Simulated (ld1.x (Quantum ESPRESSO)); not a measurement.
# Which change was made? (Os, PAW)

osmium (Os), PAW, made with ld1.x (Quantum ESPRESSO) 7.5 (LDA (PZ), scalar-relativistic). Core [Kr] 4d10 4f14, reference 5s2 5p6 5d6 6s1 6p0 (charge +1). Waves: 5s (bound): rcut 1.30, rcutus 1.50 bohr; 6s (bound): rcut 1.30, rcutus 1.50 bohr; 5p (bound): rcut 1.65, rcutus 1.90 bohr; 6p (bound, empty): rcut 1.65, rcutus 1.90 bohr; 5d (bound): rcut 1.25, rcutus 1.45 bohr; 5d channel at -0.75 Ry: rcut 1.25, rcutus 1.45 bohr. Local part: all-electron potential smoothed inside 1.80 bohr (lloc = -1). Core correction: Bessel-smoothed model core, default radius (core density twice the valence density). Augmentation charge: PSQ, inside the norm-conserving radii.

Cutoffs, loose and tight: the cutoffs (Ry, on a coarse ladder) from which the occupation-weighted sum of valence levels, in a spherical-Bessel basis at the reference potential, stays within 10 and 1 mRy of its value at 400 Ry. They do not see the model core or the augmentation charge, which bear on the density cutoff. Test errors are all-electron minus pseudo excitation energies from the reference, over the configurations 5s2 5p6 5d6 6s2 6p0; 5s2 5p6 5d6 6s0 6p0; 5s2 5p6 5d5 6s0 6p0; 5s2 5p6 5d6 6s1.5 6p0; 5s2 5p6 5d6 6s1 6p1; 5s1 5p6 5d6 6s2 6p0; 5s2 5p6 5d6 6s0 6p2 (two spin-polarised tests are not counted in the largest error); variants that change the core or the reference have their own tests.

The base gives: outcome: generated, overlap not positive; bound ghosts: not determined (overlap not positive); largest test error (meV): -298.

After one change the result is: outcome: generated, overlap not positive; bound ghosts: not determined (overlap not positive); largest test error (meV): -177. Which change was it?
A. local potential all-electron potential smoothed inside 2.16 bohr (lloc = -1)
B. local potential all-electron potential smoothed inside 1.54 bohr (lloc = -1)
C. local potential all-electron potential smoothed inside 1.12 bohr (lloc = -1)
D. local potential all-electron potential smoothed inside 1.92 bohr (lloc = -1)

D. The others give: local potential all-electron potential smoothed inside 2.16 bohr (lloc = -1) → outcome: generated; cutoff, loose: 50 Ry; cutoff, tight: 80 Ry; bound ghosts: none; largest test error (meV): -171 | local potential all-electron potential smoothed inside 1.54 bohr (lloc = -1) → outcome: generated, overlap not positive; bound ghosts: not determined (overlap not positive); largest test error (meV): -76 | local potential all-electron potential smoothed inside 1.12 bohr (lloc = -1) → outcome: generated, overlap not positive; bound ghosts: not determined (overlap not positive); largest test error (meV): -5.8. A file whose overlap is not positive is unfit for use, and its test errors describe a broken file.
